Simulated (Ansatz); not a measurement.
Ideal-gas functions of CH4ClOSi, SMILES `[CH2][SiH](O)Cl` radical at 298.15 K and 1 bar, from an Ansatz frequency run at PBE0-D4/def2-TZVP.

Molar mass 95.58 g/mol, point group C1 (symmetry number 1), electronic degeneracy 2, moments of inertia 79.55, 148.531, 205.468 u Å². Harmonic wavenumbers (cm⁻¹, unscaled): 91, 201, 209, 296, 310, 520, 598, 701, 757, 788, 838, 887, 935, 1387, 2269, 3144, 3245, 3916.

Use S(trans) = R[1.5 ln M + 2.5 ln T − 1.1517]; rotational temperatures θ = 24.2544 K / I; S(rot) = R[ln(√π/σ · √(T³/θAθBθC)) + 1.5]; for each mode x = 1.438777 ν̃/T, S = R[x/(eˣ − 1) − ln(1 − e⁻ˣ)] and H = RT x/(eˣ − 1); 1 cm⁻¹ = 0.0119627 kJ/mol; R = 8.31446 J/(mol·K).

By hand: the entropy, in J/(mol·K).

Translation 165.7. Rotation: θ = 0.3049, 0.1633, 0.118 K, giving 109.6. Vibration, mode by mode: 15.22, 8.89, 8.59, 6.02, 5.70, 2.55, 1.90, 1.28, 1.03, 0.91, 0.75, 0.62, 0.51, 0.08, 0.00, 0.00, 0.00, 0.00, in all 54.0. Electronic 5.8. Sum 335.1 J/(mol·K).

By hand: H − E and G − E in kJ/mol, counted from the electronic energy.

Zero-point energy ½ × 21092 × 0.0119627 = 126.2; thermal vibration 9.3; translation, rotation and pV give 4 RT = 9.9. H − E = 145.4 kJ/mol, and G − E = 145.4 − 298.15 × 335.1/1000 = 45.5 kJ/mol.

Vibration gives 16 % of the entropy, 15.2 J/(mol·K) of it from the mode under 150 cm⁻¹: soft modes count most, and the harmonic formula is weakest for them. The sum counts one conformer and one mirror image; others add a mixing term.
